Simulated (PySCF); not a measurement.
Species: GaH6N.
SMILES: `[NH3+][GaH3-]`

The calculation used EOM-IP-CCSD/aug-cc-pVDZ in PySCF, restricted Hartree–Fock reference, 10 core orbitals frozen, non-relativistic, gas phase, PBE0-D3(BJ)/def2-SVP geometry.

The vertical ionisation energies are 10.05 (×2), 12.06, 15.45, 18.27 (×2) eV (×n: degenerate).

Task: Which Hartree–Fock orbital leads each hole, and what is its Koopmans value −ε?

Result: 
```csv
leading hole (HF orbital),Koopmans (eV),EOM-IP-CCSD (eV),change (eV),one-hole share
HOMO/HOMO-1,10.53,10.05,-0.48,0.94
HOMO-2,13.08,12.06,-1.02,0.93
HOMO-3,16.78,15.45,-1.33,0.89
HOMO-4/HOMO-5,19.29,18.27,-1.02,0.95
```

Task: Does the order of the lines follow the orbital energies?

Result: Yes, no two lines change places. The corrections run from -1.33 to -0.48 eV, with a mean of -0.96 eV over the 4 lines; no line lies above its Koopmans value. Koopmans values leave out both the relaxation of the orbitals and the change in correlation energy.

Task: At what kinetic energies would He I light (21.22 eV) eject these electrons?

Result: 11.17 eV (HOMO/HOMO-1), 9.16 eV (HOMO-2), 5.77 eV (HOMO-3), 2.95 eV (HOMO-4/HOMO-5).

Task: What total energy has the lowest final state, and which wavelength reaches it?

Result: E(CCSD) + ionisation energy = -1981.51451 + 0.36920 = -1981.14531 Eh, at the geometry of the initial state. The threshold wavelength is 1239.84 eV nm/10.05 eV = 123.4 nm.

One root was sought for each valence orbital with −ε under 21 eV, eight at most, so deeper holes and satellites are missing; no vibrational structure.

Hardware: x86-64 server, one thread, on a shared host. Cost: 4.7 min.
